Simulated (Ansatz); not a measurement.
Molecule: C$_{3}$H$_{11}$NOSi (charge 0, singlet). SMILES: [SiH2](NCC)OC
Structure (B3LYP-D3(BJ)/def2-TZVP (Ansatz, an electronic-structure program) minimum search):
```
N
H 1 1.0094
C 1 1.4570 2 113.35
H 3 1.0927 1 107.72 2 -173.47
H 3 1.0953 4 106.16 1 -117.38
C 3 1.5260 4 109.64 5 -118.01
H 6 1.0913 3 110.89 4 -60.07
H 6 1.0925 7 107.84 3 121.48
H 6 1.0927 7 108.38 8 116.56
Si 1 1.7092 2 118.82 3 168.46
O 10 1.6500 1 117.73 2 -77.95
C 11 1.4146 10 124.17 1 -66.46
H 12 1.0904 11 108.44 10 -162.97
H 12 1.0942 13 108.56 11 120.74
H 12 1.0962 13 108.46 14 117.76
H 10 1.4742 11 103.17 12 173.88
H 10 1.4842 16 114.44 11 116.98
```
Charge 0, spin multiplicity 1.

Property: atomisation energy (electronic, to ground-state atoms), in eV. Cores are frozen in the correlated levels unless marked. UHF or UKS for open shells. No spin-orbit coupling. No relativistic terms. The coupled-cluster limit lacks core correlation, which all-electron functionals hold. CBS marks a two-point X^-3 extrapolation of the correlation energy; Hartree-Fock from the larger set.

```
level                                        program  atomisation energy (eV)
------------------------------------  --------------  -----------------------
LC-wPBE-D3(BJ)/def2-TZVPD             Ansatz + dftd3                    66.10
SCS-MP2/cc-pV(T+d)Z                           Ansatz                    65.15
CCSD/cc-pV(D+d)Z                              Ansatz                        …
CCSD(T)/CBS(cc-pV(T+d)Z,cc-pV(Q+d)Z)          Ansatz                    66.14
```

Question: What belongs in the gaps?

Answer: 
- CCSD/cc-pV(D+d)Z, atomisation energy (eV): 60.23
